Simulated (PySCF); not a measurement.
## Li (lithium, neutral): B2PLYP calculation

Configuration: [He] 2p1, 2P determinant (an excited configuration). Computed with PySCF 2.14 in dyall-av3z (15s9p3d, 57 functions), with the spin-free X2C one-electron Hamiltonian (Gaussian nucleus).

```
Total energy, PT2 part included                               : -7.4074 hartree
One-electron energy                                           : -9.5600 hartree
Hartree (Coulomb) energy                                      : 3.9494 hartree
Exchange-correlation energy                                   : -1.7968 hartree
PT2 correlation before scaling by 0.27                        : 0.00000 hartree
⟨S²⟩                                                          : 0.7500
⟨L²⟩                                                          : 2.000
Sum of ⟨r⟩                                                    : 5.758 bohr
Sum of ⟨r²⟩                                                   : 26.75 bohr²
Traceless quadrupole moment −½Σ⟨3z² − r²⟩ along its main axis : -10.3 e·bohr²
Langevin diamagnetic susceptibility                           : -21.2 ×10⁻⁶ cm³/mol
```

```tsv
shell	electrons	mean orbital energy (eV)	rms radius, mean of both spins (bohr)
1s α	1	-61.636	0.674
1s β	1	-61.581	0.674
2p α	1	-2.753	5.08
```

The orbital energies are those of the SCF part of the double hybrid.
